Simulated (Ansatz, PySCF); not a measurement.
Donor–acceptor adduct: BH3 (SMILES B) (first 4 atoms) with CHN (SMILES C#N); geometry from B3LYP-D3(BJ)/def2-TZVP, rigid monomers moved along the line of their centres of mass till B1···N6 is 1.77 Å.
(charge 0, multiplicity 1):
```xyz
7

B     -0.097     0.048     0.770
H      0.666     0.927     0.451
H      0.204    -1.031     0.322
H     -1.256     0.333     0.591
C      0.194    -0.210     3.658
N      0.080    -0.109     2.527
H      0.301    -0.305     4.714
```

Monomers are frozen at their geometry in the pair; levels with a basis set take the counterpoise correction.

Frozen-core correlation. CBS: X⁻³ extrapolation of the correlation energy, Hartree–Fock from the larger set.

Codes used: Ansatz (Gaussian basis) for Hartree–Fock, density functionals and correlated methods; PySCF for the dispersion terms. Values without a source in brackets are computed.

PBE/def2-TZVPPD gives -33.86 kcal/mol for the interaction energy.

Problem. Where do these levels fall relative to PBE: PBE-D3(BJ)/def2-TZVPPD, r2SCAN/def2-TZVPPD, B3LYP/def2-TZVPPD, wB97M-V/def2-TZVPPD, MP2/CBS(aug-cc-pVDZ, aug-cc-pVTZ), CCSD(T)/CBS(aug-cc-pVDZ, aug-cc-pVTZ).

Solution. PBE-D3(BJ)/def2-TZVPPD -0.95; r2SCAN/def2-TZVPPD 1.10; B3LYP/def2-TZVPPD 5.60; wB97M-V/def2-TZVPPD 4.49; MP2/CBS(aug-cc-pVDZ, aug-cc-pVTZ) 3.87; CCSD(T)/CBS(aug-cc-pVDZ, aug-cc-pVTZ) 5.28 kcal/mol. 5 of 6 lie above PBE; the widest gap is to B3LYP/def2-TZVPPD.

Ansatz is a quantum-chemistry and plane-wave program.
